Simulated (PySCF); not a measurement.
Gas-phase reaction: 3 Si + 6 SF2 = 3 SiF4 + S6

Energies from PySCF, thermal terms from the rigid-rotor harmonic-oscillator model, ideal gas at 1 bar. † marks an energy on the PBE0/def2-TZVP geometry and frequencies; other levels use their own. MP2 freezes the core. 6-31G* has spherical d functions here. Open shells (unrestricted): Si (multiplicity 3, electronic degeneracy 9); the rest are closed-shell singlets. Spin-orbit splitting is ignored; it lowers the true energy and changes the entropy of Si. B3LYP is the form with VWN-RPA correlation. MP2 isn't extrapolated to the basis-set limit; its ΔH°(298 K) is -4253.8 kJ in def2-SVP and -4447.4 kJ in def2-TZVPP. The harmonic model lacks anharmonicity and excited electronic states, which grow with temperature; levels with a mode under 35 cm⁻¹ are left out.

```tsv
level	ΔE electronic, kJ	ΔH°(298 K), kJ	ΔS°(298 K), J/K	ΔG°(1200 K), kJ
B3LYP/6-31G*	-4099	-4064	-847	-3064
B3LYP/def2-TZVP†	-4139	-4105	-848	-3104
BLYP/def2-TZVP†	-3987	-3953	-848	-2952
HF/def2-TZVP†	-4088	-4054	-848	-3053
M06-2X/def2-TZVP†	-4380	-4347	-848	-3346
MP2/def2-SVP†	-4288	-4254	-848	-3253
MP2/def2-TZVPP†	-4481	-4447	-848	-3446
PBE/def2-TZVP†	-4086	-4052	-848	-3051
PBE0/def2-SVP†	-4155	-4121	-848	-3120
```
ΔH° is lowest at MP2/def2-TZVPP† and highest at BLYP/def2-TZVP†. No reference value is set beside these.
